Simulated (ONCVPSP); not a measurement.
## What one change does to a pseudopotential (Ir (Z = 77), ONCV)

```json
{
 "Element": "iridium (Ir)",
 "Generator": "ONCVPSP 4.0.1",
 "Type": "optimised norm-conserving Vanderbilt (ONCV)",
 "Functional": "PBEsol",
 "Relativity": "scalar-relativistic",
 "Frozen core": "[Xe]",
 "Valence charge": "23",
 "Reference configuration": "4f14 5d7 6s2",
 "Partial waves": "6s: rc 2.60 bohr, ncon 3, nbas 7, qcut 3.2 1/bohr, 3 projectors, debl 2.9 Ha; p scattering state at 0.07 Ha: rc 2.60 bohr, ncon 4, nbas 9, qcut 3.1 1/bohr, 2 projectors, debl 2.3 Ha; 5d: rc 1.85 bohr, ncon 4, nbas 9, qcut 8.5 1/bohr, 2 projectors, debl 3.1 Ha; 4f: rc 0.85 bohr, ncon 4, nbas 9, qcut 16.7 1/bohr, 2 projectors, debl 1 Ha",
 "Local potential": "polynomial inside 0.65 bohr (lpopt 5, dvloc0 1 Ha)",
 "Core correction": "none"
}
```

In the p channel the program set the typed energies aside and used 0.050, 2.350 Ha. In the f channel the program set the typed energies aside and used -2.287, 0.250 Ha.

All-electron outer shells of the reference configuration (PBEsol, scalar-relativistic, ld1.x):

```csv
shell,level (eV),outermost node (bohr),outermost maximum (bohr)
4f,-62.24,–,0.39
5p,-54.72,0.54,1.01
5d,-7.18,0.59,1.31
6s,-6.37,1.17,2.38
```

Change: local potential polynomial inside 0.65 bohr (lpopt 5, dvloc0 0 Ha).

Cutoffs: the cutoffs (Ha) at which the residual kinetic energy of the hardest occupied pseudo-wave falls to 1 and 0.1 mHa per electron; they do not see the model core or the augmentation charge, which bear on the density cutoff. Errors are all-electron minus pseudo energies relative to the spin-unpolarised reference configuration.

Problem. What does the change do?

Solution. The potential gets neither clearly harder nor softer (338 Ha and 502 Ha → 338 Ha and 502 Ha); both files keep a bound ghost (p, s); the errors of the 4 common tests hardly move.

```csv
quantity,base,changed
"cutoff, loose",338 Ha,338 Ha
"cutoff, tight",502 Ha,502 Ha
bound ghosts,"s, p","s, p"
GHOST(+) flags under 300 eV,"s at 16.6 eV, p at 21.5 eV, d at 226.7 eV","s at 12.8 eV, p at 19.1 eV, d at 223.5 eV, s at 245.1 eV"
"error for 4f14 5d7 6s1, meV [ΔE 9.93 eV]",-8.6,-8.5
"error for 4f14 5d7 6s0, meV [ΔE 27.43 eV]",-25,-25
"error for 4f14 5d6 6s0, meV [ΔE 58.00 eV]",-1.4,-1.3
"error for 4f14 5d7.5 6s1.5, meV [ΔE -0.28 eV]",-10,-10
s: phases at 2.64 bohr within 0.05 rad from the reference energy up to (Ha; the scan ends near 5),0.6,0.4
p: phases at 2.64 bohr within 0.05 rad from the reference energy up to (Ha; the scan ends near 5),0.8,0.6
d: phases at 1.88 bohr within 0.05 rad from the reference energy up to (Ha; the scan ends near 5),to the end of the scan,to the end of the scan
f: phases at 0.86 bohr within 0.05 rad from the reference energy up to (Ha; the scan ends near 5),to the end of the scan,to the end of the scan
```

 A true bound ghost makes a file unfit for plane-wave use even where its test errors are small: the radial tests pick states by their node count and pass the ghost by.
